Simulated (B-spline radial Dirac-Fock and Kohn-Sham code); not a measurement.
# Binding energies of Yb⁴¹⁺ at several levels of theory

System: ytterbium as Yb⁴¹⁺, configuration [Ar] 3d10 4s1.

The density-functional columns are spherical, spin-unpolarised Dirac-Kohn-Sham results without Breit or QED terms: −ε is minus the orbital energy of the initial state and ΔSCF the difference of two total energies. The reference in the last column comes from relaxed Dirac-Fock hole states (ΔSCF) with Breit and QED corrections and a finite nucleus. All numbers are from an atomic code on a B-spline grid, in eV; a selection of levels is shown. The Kohn-Sham columns are given as differences from the reference. For the 1s level of heavy atoms much of the gap between ΔSCF and the reference is the Breit and QED part, -290.0 eV here; for other levels the error of the functional can be larger.

```
     level  LDA −ε − DF  LDA ΔSCF − DF  Dirac-Fock
    K (1s)       -267.5         +279.7     63309.1
   L1 (2s)       -179.3          -54.7     12430.3
L2 (2p1/2)       -135.7          +15.8     11923.6
L3 (2p3/2)       -146.5          -10.2     10883.5
M2 (3p1/2)        -78.9          -23.2      4015.2
M3 (3p3/2)        -77.9          -25.3      3781.2
M4 (3d3/2)        -57.5           +2.2      3423.7
M5 (3d5/2)        -58.8           -0.1      3373.2
   N1 (4s)        -18.0           +7.5      2034.0
```

For the outermost level NIST gives 2036.4 ± 1 eV (semi-empirical); the differences from it are LDA −ε -20.38, LDA ΔSCF +5.17, Dirac-Fock -2.36 eV.

Values without a named source are computed, but for edge energies of neutral atoms, which are taken from tables.
